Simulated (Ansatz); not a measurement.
Consider the redistribution: `C#[C][Ga]([F])[Cl]` + `C#[C][Al]([CH3])[F]` → `[F][Ga]([F])[Cl]` + `C#[C][Al]([CH3])[C]#C`.

Gas-phase electronic energies from Ansatz, PBE0-D4/def2-TZVP geometries. CBS: MP2 limit from def2 TZ/QZ plus the TZ coupled-cluster correction, frozen cores. Functionals use def2-TZVPP. B3LYP here is the variant with VWN-RPA as its local correlation; programs differ in this. For Ga outer-core shells are correlated without core-valence functions, which leaves a few kJ/mol of doubt a bond. Scalar relativity is left out up to krypton.

`C#[C][Ga]([F])[Cl]`:

```xyz
6

C     1.272    1.428    0.092
C     0.497    0.506    0.030
Ga   -0.730   -0.916   -0.064
F    -0.172   -2.547   -0.292
Cl   -2.826   -0.714    0.088
H     1.959    2.242    0.146
```

`C#[C][Al]([CH3])[F]`:

Cartesian coordinates in Å:
```
C 1.103 2.344 1.073
C 0.527 1.294 0.904
Al -0.357 -0.355 0.569
C -0.429 -1.232 -1.149
F -1.104 -1.055 1.863
H 1.609 3.271 1.229
H 0.039 -2.220 -1.101
H -1.465 -1.392 -1.463
H 0.077 -0.654 -1.925
```

`[F][Ga]([F])[Cl]`:

Cartesian coordinates in Å:
```
F 0.965 1.250 0.792
Ga 0.042 -0.012 0.055
F 0.216 -1.595 0.729
Cl -1.223 0.357 -1.575
```

`C#[C][Al]([CH3])[C]#C`:

```xyz
11

C     2.523    1.764   -0.079
C     1.535    1.065   -0.048
Al   -0.049    0.006   -0.006
C    -1.782    0.803   -0.339
C     0.157   -1.850    0.373
C     0.258   -3.032    0.611
H     3.397    2.375   -0.106
H    -1.983    1.604    0.379
H    -2.596    0.077   -0.275
H    -1.812    1.263   -1.332
H     0.352   -4.074    0.822
```

Problem. Is it downhill or uphill in electronic energy at CCSD(T)/CBS, and by how much? (Best estimate.)

Solution. Computed: Uphill: ΔE = +96.9 kJ/mol.

Problem. What do these levels give: LDA (SPW92), PBE-D4, PBE0-D4, B3LYP-D4, revPBE, B3LYP, LC-ωPBE, HF/def2-SVP, CCSD/def2-SVP, MP2/def2-QZVPP, MP2/CBS(def2), CCSD/CBS(def2)? (An estimate is asked.)

Solution. The calculation gave: LDA (SPW92) 93.4, PBE-D4 86.5, PBE0-D4 88.9, B3LYP-D4 91.1, revPBE 83.9, B3LYP 90.8, LC-ωPBE 92.4, HF/def2-SVP 86.5, CCSD/def2-SVP 86.6, MP2/def2-QZVPP 96.0, MP2/CBS(def2) 98.2, CCSD/CBS(def2) 97.9 kJ/mol.

Largest T1 diagnostic among the species: 0.014.

From BLYP to BHLYP (50 % exact exchange), in def2-TZVPP and without D4, ΔE moves by +4.6 kJ/mol. In def2-TZVPP, CCSD(T) changes the Hartree–Fock value by +4.5 kJ/mol (the triples alone add −1.0 kJ/mol) and MP2 by +5.7 kJ/mol.
